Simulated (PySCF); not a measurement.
**LDA on F⁺ (fluorine, charge +1)**

Configuration: [He] 2s2 2p4, high-spin 3P determinant. All numbers are calculated (PySCF 2.14, no relativity, point nucleus, in aug-cc-pVDZ (4s3p2d, 23 functions)).

```json
{
  "Total energy": "-98.4134 hartree",
  "One-electron energy": "-132.9406 hartree",
  "Hartree (Coulomb) energy": "43.7524 hartree",
  "Exchange-correlation energy": "-9.2253 hartree",
  "Kinetic energy": "98.35111 hartree",
  "⟨S²⟩": "2.0017",
  "⟨L²⟩": "2.004",
  "Sum of ⟨r⟩": "6.235 bohr",
  "Sum of ⟨r²⟩": "7.362 bohr²",
  "Traceless quadrupole moment −½Σ⟨3z² − r²⟩ along its main axis": "-0.539 e·bohr²",
  "Density at the nucleus (Gaussians lack the cusp)": "430 bohr⁻³",
  "Spin density at the nucleus": "0.285 bohr⁻³",
  "Langevin diamagnetic susceptibility": "-5.83 ×10⁻⁶ cm³/mol",
  "Time after the integrals": "0.06 s of wall time on 1 thread of Neoverse-V2 (shared host)"
}
```

```tsv
shell	electrons	mean orbital energy (eV)	spread (eV)	rms radius, mean of both spins (bohr)
1s α	1	-679.84	0	0.205
1s β	1	-677.95	0	0.205
2s α	1	-48.732	0	1.07
2s β	1	-44.718	0	1.07
2p α	3	-30.073	2.461	1.12
2p β	1	-26.192	0	1.12
```
